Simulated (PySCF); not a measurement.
# BeCl and its ions

UHF-CCSD(T); Be def2-SVP, Cl def2-SVP; no relativity (PySCF 2.14). Neutral (UHF): doublet (σ ↑), Re = 1.848 Å, ωe = 811 cm⁻¹, De = 3.28 eV.

BeCl⁺ (RHF): singlet (closed shell), Re = 1.769 Å, ωe = 944 cm⁻¹, De = 3.86 eV to Be⁺ + Cl. The energies at the minima are -474.16512 hartree for BeCl and -473.84950 for BeCl⁺.

Task: Work out the adiabatic ionisation energy, without and with harmonic zero-point energies (1 hartree = 27.2114 eV, 1 eV = 8065.5 cm⁻¹), and the change of the bond length.

Result: At CCSD(T): 0.31562 hartree = 8.588 eV between the minima; the zero-point term (944.0 − 811.0)/2 cm⁻¹ = +0.008 eV makes it 8.597 eV. Re changes by -7.9 pm against the neutral. The electron leaves a σ orbital, and the shorter bond of the ion fits an antibonding orbital, or a change in how ionic the bond is.

Correlated steps freeze 5 core orbitals. Correlated levels converge slowly with the basis: in double zeta they bind strong bonds too weakly, by up to about 1 eV, and carry superposition errors of some tenths. For an ion De counts to the pair picked by the measured ionisation energies or electron affinities, which need not be the lowest pair at this level. Where the molecule has an RHF reference, its open-shell atoms are computed with UHF. States were picked by a PBE0 search and need not be the measured ground states.

Neutral and ion stand on different kinds of reference determinant, which adds to the error of the difference.
